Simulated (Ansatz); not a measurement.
Input for Ansatz (a program for electronic structure): R-B3LYP-D3(BJ)/def2-TZVP on FHOSe (SMILES O[Se]F).

Ansatz 0.2 input:
```yaml
crystal:
  periodic: [false, false, false]
  atoms:
    - {symbol: Se, position_ang: [0.41722460, 0.35427491, 0.89781724]}
    - {symbol: F, position_ang: [0.29028816, 1.70070658, -0.33473293]}
    - {symbol: O, position_ang: [0.11090287, -0.94069570, -0.23254413]}
    - {symbol: H, position_ang: [-0.84740950, -1.08080316, -0.35856226]}
basis:
  gaussian:
    orbitals: def2-TZVP
hamiltonian:
  xc: b3lyp
  dispersion: d3bj
relax: {f_tol: 0.003, max_steps: 120}
```

**Question.** Predict the final total energy.

**Answer.** -2577.3104 hartree.

**Question.** How many basis functions does it have, and what does it roughly cost on one machine?

**Answer.** 116 functions; about 40 core-seconds (a rough figure).
